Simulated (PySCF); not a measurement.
## Reading a saddle point

A first-order saddle point of SiH4BrOF, closed shell, PBE0-D4/def2-TZVP, with one imaginary mode of 296i cm⁻¹:

```
8
angstrom
Si -0.3922 -0.3621 -0.1249
Br 2.0614 -1.2585 -0.3334
H -0.6281 -1.1609 -1.3360
H -0.5706 -1.0011 1.1874
O -1.4696 0.8360 -0.4133
H 1.6736 0.3694 0.3312
F 0.8504 1.0029 0.4922
H -1.5248 1.5741 0.1967
```

Program: PySCF 2.14 with density fitting (its default auxiliary sets; JK sets also for MP2 and CCSD(T)). Basis: def2-TZVPP and def2-QZVPP. Cores are frozen in the correlated methods. Filled d shells of the heavier atoms are correlated. The def2 sets are not built for correlating such inner shells, so the correlated values are less sure here. Extrapolation: Hartree–Fock as exp(−7.88 √X), correlation as X^−2.97.

(1) Which contacts change along the imaginary mode, and what lies on either side? (A judgement: the text doesn't fix the answer.)

(2) Which side is lower, and how far does the saddle lie above each? (An estimate is asked for; the value comes from the calculation.)

The T1 diagnostic stays at or below 0.011.

## Answers

(1) The calculation gives: The step is SiH₃BrO ([OH][SiH2][Br]) + HF → SiH₃OF ([OH][SiH2][F]) + HBr, with the molecules in contact on both sides. Shortening one way: Si1–F7, Br2–H6; lengthening the same way: Si1–Br2, H6–F7.
| pair | one side (Å) | saddle (Å) | other side (Å) |
| --- | --- | --- | --- |
| Si1–F7 | 3.42 | 1.95 | 1.61 |
| Br2–H6 | 2.39 | 1.80 | 1.42 |
| Si1–Br2 | 2.26 | 2.62 | 4.54 |
| H6–F7 | 0.93 | 1.05 | 2.09 |

(2) By the calculation: The side with Si1–F7, Br2–H6 short is lower by 0.314 eV; the saddle lies 1.603 eV above it and 1.289 eV above the other (CCSD(T) at an estimated basis limit (MP2 extrapolated from triple and quadruple zeta, plus CCSD(T) − MP2 in triple zeta); electronic energies).

Labels in which every atom is bracketed show which atoms are joined, not bond orders.

For scale, one of the runs: CCSD(T)/def2-TZVPP, 208 basis functions, launched by `OMP_NUM_THREADS=4 python run.py`. The run took 14 min on 4 CPU threads of an Arm Neoverse V2 (shared host), with 3.8 GiB of host memory at its peak.
